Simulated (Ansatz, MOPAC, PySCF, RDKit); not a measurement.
Complex: CH3F (SMILES CF) (first 5 atoms) with C2H6 (SMILES CC); geometry from B3LYP-D3(BJ)/def2-TZVP, rigid monomers moved along the line of their centres of mass till F2···H12 is 2.50 Å.
(charge 0, multiplicity 1):
```xyz
13

C     -0.5235     0.4905     0.5044
F     -0.4228    -0.8457     0.8749
H      0.2810     1.0489     0.9841
H     -0.4358     0.5598    -0.5804
H     -1.4908     0.8732     0.8307
C     -0.6736     0.3004     3.8523
C      0.7413    -0.2706     3.8345
H     -1.0484     0.4055     4.8725
H     -1.3629    -0.3463     3.3073
H     -0.7096     1.2887     3.3882
H      1.4430     0.3855     4.3539
H      1.0984    -0.4065     2.8126
H      0.7784    -1.2463     4.3230
```

Monomers are frozen at their geometry in the pair; levels with a basis set take the counterpoise correction. Rows marked so take none. RDKit's UFF carries no charges.

Rows in 6-31G*, STO-3G carry no dispersion term and start afresh at each structure (6-31G* with six Cartesian d functions). MP2/6-31G* freezes PySCF's default core. The state that PM7 reach isn't checked; PM7 holds dispersion and hydrogen-bond terms.

The values were computed with Ansatz (Gaussian orbitals); MOPAC for PM7 (differences of heats of formation); PySCF for 6-31G* rows, STO-3G rows, the dispersion terms; RDKit for the force fields. Values without a source in brackets are computed.

```csv
level,interaction energy (meV)
UFF,-13.5
PM7,21.6
HF/STO-3G (no counterpoise),53.7
PBE/def2-TZVPPD,25.8
r2SCAN-D3(BJ)/def2-TZVPPD,-40.4
r2SCAN-D4/def2-TZVPPD,-37.4
B3LYP/6-31G* (no counterpoise),-41.6
B3LYP-D3(BJ)/def2-TZVPPD,-28.2
MP2/6-31G* (no counterpoise),(withheld)
```

### Question
Complete the blanks.

### Answer

- MP2/6-31G* (no counterpoise), interaction energy (meV): -71.1

Ansatz is a quantum-chemistry and plane-wave program.
